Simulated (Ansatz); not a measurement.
```yaml
crystal:
  periodic: [false, false, false]
  atoms:
    - {symbol: C, position_ang: [0.917964, 0.700118, 0.996812]}
    - {symbol: C, position_ang: [0.192145, -0.181199, -0.022098]}
    - {symbol: C, position_ang: [1.208177, -1.019886, -0.784250]}
    - {symbol: C, position_ang: [-0.797412, -1.102965, 0.694443]}
    - {symbol: C, position_ang: [-0.562380, 0.700114, -1.026397]}
    - {symbol: N, position_ang: [-1.501028, 1.525791, -0.497778]}
    - {symbol: O, position_ang: [-0.348348, 0.671711, -2.220112]}
    - {symbol: H, position_ang: [1.508534, 0.074259, 1.670898]}
    - {symbol: H, position_ang: [1.597604, 1.396895, 0.500850]}
    - {symbol: H, position_ang: [0.228195, 1.283253, 1.612150]}
    - {symbol: H, position_ang: [0.718505, -1.650716, -1.526824]}
    - {symbol: H, position_ang: [1.755893, -1.658644, -0.086628]}
    - {symbol: H, position_ang: [1.921591, -0.387487, -1.313919]}
    - {symbol: H, position_ang: [-1.353669, -1.713681, -0.020386]}
    - {symbol: H, position_ang: [-0.255949, -1.775964, 1.364383]}
    - {symbol: H, position_ang: [-1.520502, -0.549401, 1.298594]}
    - {symbol: H, position_ang: [-1.692682, 1.569699, 0.484584]}
    - {symbol: H, position_ang: [-2.016639, 2.118093, -1.124302]}
basis:
  gaussian: {orbitals: def2-mTZVPP}
magnetization: {spin_polarized: true, initial_magnetization: 1}
hamiltonian: {xc: {name: PBE0-DH}}
output: {forces: true}
```

```sh
$ ansatz run in.yaml --threads 2 --pin off --events-out ev --progress --plain --max-ram 32768MiB --backend cpu
```

Shortened log:

```
Error: a molecule whose nuclei and cores have a total charge of 56 cannot have a net charge of 0 together with 1 unpaired electrons
```

**Question.** What is wrong with this run?

**Answer.** The number of unpaired electrons doesn't fit the electron count. The input was rejected before any iteration.
